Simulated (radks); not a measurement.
Values are calculated unless marked as measured or tabulated.
Problem. The mean radii <r> (bohr) of the occupied orbitals of an atom or ion are listed with their occupations. Code: a radial shooting solver on a logarithmic mesh with Libxc functionals. Model: non-relativistic Kohn-Sham, LB94 model potential, spin-polarised, spherical densities, point nucleus.

| orbital | occ. | <r> |
|---|---|---|
| 1s | 2 | 0.01843 |
| 2s | 2 | 0.07638 |
| 2p | 6 | 0.06440 |

Name the element and its charge. Open shells, if any, are filled with parallel spins first.

Solution. Z = 82, lead, charge +72: Pb72+ in [Ne]. The 1s radius gives Z: for a bare nucleus <r> = 1.5/Z, 0.01829 bohr for Z = 82, and screening makes it slightly larger (0.01843 here). The occupations add up to 10, and the charge is Z minus that.
